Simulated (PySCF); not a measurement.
**TPSSh on Ru (ruthenium, neutral)**

Configuration: [Kr] 4d8, high-spin 3F determinant (an excited configuration). All numbers are calculated (PySCF 2.14, a scalar-relativistic core potential, in aug-cc-pVTZ-PP with ECP28MDF (6s6p5d3f2g, 88 functions)).

* Total energy: -94.4104 hartree
* One-electron energy: -165.8530 hartree
* Hartree (Coulomb) energy: 81.6171 hartree
* Exchange-correlation energy: -10.1746 hartree
* ⟨S²⟩: 2.0034
* ⟨L²⟩: 12.044
* Sum of ⟨r⟩: 23.62 bohr
* Sum of ⟨r²⟩: 45.40 bohr²
* Time after the integrals: 3.7 s of wall time on 1 thread of Neoverse-V2 (shared host)

| shell | electrons | mean orbital energy (eV) | spread (eV) | rms radius, mean of both spins (bohr) |
| --- | --- | --- | --- | --- |
| 4s α | 1 | -76.816 | 0 | 1.10 |
| 4s β | 1 | -75.340 | 0 | 1.10 |
| 4p α | 3 | -46.201 | 0 | 1.22 |
| 4p β | 3 | -44.501 | 0 | 1.22 |
| 4d α | 5 | -3.991 | 0.768 | 2.06 |
| 4d β | 3 | -3.064 | 0 | 2.06 |

Energies and moments cover only the electrons outside the core potential.
